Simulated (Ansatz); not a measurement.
`O[SiH2]C(O)(F)F` + `O[SiH2][SiH3]` → `O[SiH2]O[SiH2][SiH3]` + `OC(F)F`  (ligand exchange at the Si–C bond)

Program: Ansatz. Geometries: PBE0-D4/def2-TZVP. ΔE: electronic, gas phase. CCSD(T)/CBS is the MP2 limit (def2-TZVPP, def2-QZVPP) plus CCSD(T) − MP2 in def2-TZVPP, frozen cores. Functionals use def2-TZVPP. One conformer a species, not always the lowest.

`O[SiH2]C(O)(F)F`:

```xyz
10

O     0.318   -1.349   -1.549
Si    0.243   -1.090    0.066
C    -0.207    0.750    0.421
O     0.757    1.607    0.026
F    -1.393    1.060   -0.210
F    -0.480    0.928    1.753
H    -0.463   -1.161   -2.072
H     1.579   -1.379    0.623
H    -0.825   -1.877    0.731
H     0.470    2.512    0.211
```

`O[SiH2][SiH3]`:

Z-matrix (Å, degrees):
```
Si
Si 1 2.347
O 1 1.654 2 112.4
H 1 1.484 2 110.6 3 117.6
H 1 1.493 2 108.5 3 -123.5
H 2 1.489 1 110.0 3 177.8
H 2 1.491 1 110.1 3 58.6
H 2 1.488 1 111.4 3 -61.5
H 3 0.958 1 117.6 2 -58.8
```

`O[SiH2]O[SiH2][SiH3]`:

Z-matrix (Å, degrees):
```
Si
O 1 1.631
O 1 1.638 2 112.4
H 1 1.482 2 106.2 3 121.6
H 1 1.480 2 109.8 3 -116.3
Si 2 1.645 1 142.5 3 70.5
H 3 0.958 1 118.3 2 71.2
Si 6 2.347 2 111.8 1 27.3
H 6 1.487 2 107.8 1 148.6
H 6 1.489 2 109.3 1 -94.3
H 8 1.488 6 110.8 2 -60.0
H 8 1.489 6 108.9 2 -179.6
H 8 1.488 6 111.0 2 60.9
```

`OC(F)F`:

Cartesian coordinates in Å:
```
O 0.670 0.123 -0.850
C -0.036 0.163 0.295
F 0.056 -1.007 0.975
F -1.358 0.344 0.056
H 0.336 -0.599 -1.397
H 0.334 0.976 0.921
```

(1) Is it downhill or uphill in electronic energy at CCSD(T)/CBS, and by how much? (Best estimate.)

(2) What do these levels give: ωB97X-V, r2SCAN, CCSD(T)/def2-TZVPP, HF/def2-QZVPP, MP2/def2-QZVPP, SCS-MP2/def2-QZVPP? (An estimate is asked.)

Largest T1 diagnostic among the species: 0.012.

## Answers

(1) Ansatz gave: Downhill: ΔE = -1.65 eV.

(2) The calculation gave: ωB97X-V -1.60, r2SCAN -1.59, CCSD(T)/def2-TZVPP -1.69, HF/def2-QZVPP -1.91, MP2/def2-QZVPP -1.71, SCS-MP2/def2-QZVPP -1.72 eV.

From PBE to PBE0 (25 % exact exchange), in def2-TZVPP and without D4, ΔE moves by −0.12 eV. In def2-TZVPP, CCSD(T) changes the Hartree–Fock value by +0.20 eV (the triples alone add +0.03 eV) and MP2 by +0.16 eV. The D4 term adds −0.03 eV with B3LYP and −0.02 eV with PBE0; it sums over pairs of atoms, weighted by their polarisabilities, and B3LYP, whose exchange is more repulsive, gets the larger term.

B3LYP here is the variant with VWN-RPA as its local correlation; programs differ in this.
